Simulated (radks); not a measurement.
Values are calculated unless marked as measured or tabulated.
Numerical settings for the bromine ion Br3+, [Ar] 3d10 4s2 4p2. Code: a radial shooting solver on a logarithmic mesh with Libxc functionals. Model: Dirac Kohn-Sham, PBEsol, spin-unpolarised, spherical densities, finite nucleus; open shells fill j = l - 1/2 first; Fermi nuclear charge, rms radius 4.1629 fm. The defaults (mesh step 0.008 in ln r, mesh end at 40 bohr or more with all orbitals vanishing there, Anderson mixing 0.5 over 9 steps, residual threshold near 1e-9 with the energy settled to 1e-9 hartree or 1e-11 of itself, here a cap of 70 iterations) give E = -2602.3342 hartree and 4p1/2 at -40.299 eV in 14 iterations. Run on one thread of a shared host, so times are rough (Arm Neoverse V1): 0.1 s of CPU time, 0.1 s wall, 14 iterations on 2189 mesh points. Changes against that run (0 stands for a change within the tolerance of the run):

setting                     iterations         converged  E (mhartree)  e(4p1/2) (meV)  CPU (s)
mesh step in ln r 0.12               2                no      diverged               -     0.01
mesh step in ln r 0.02              14               yes             0               0     0.05
mesh step in ln r 0.2                8                no      diverged               -     0.02
mesh end (bohr) 400                 14               yes             0               0     0.11
mesh end (bohr) 1                   13  level above zero      +9.3e+04       +5.49e+05     0.07
residual threshold 0.01             10               yes             0         -0.0309     0.08
residual threshold 0.001            10               yes             0         -0.0309     0.08
mixing 0.05                         20               yes             0               0     0.14
linear mixing, mixing 0.05          70                no        +0.154            -351      0.4
linear mixing, mixing 0.5           30               yes             0               0     0.16
mixing history 2                    20               yes             0               0     0.12
iteration cap 8                      8                no             0           +0.32     0.06

Settled on a wrong energy, with an occupied level pushed above zero by the early mesh end: mesh end (bohr) 1 (+93 hartree). Apart from these: no run marked as converged misses the energy by more than 1 mhartree. A mesh that ends early acts as a hard wall.
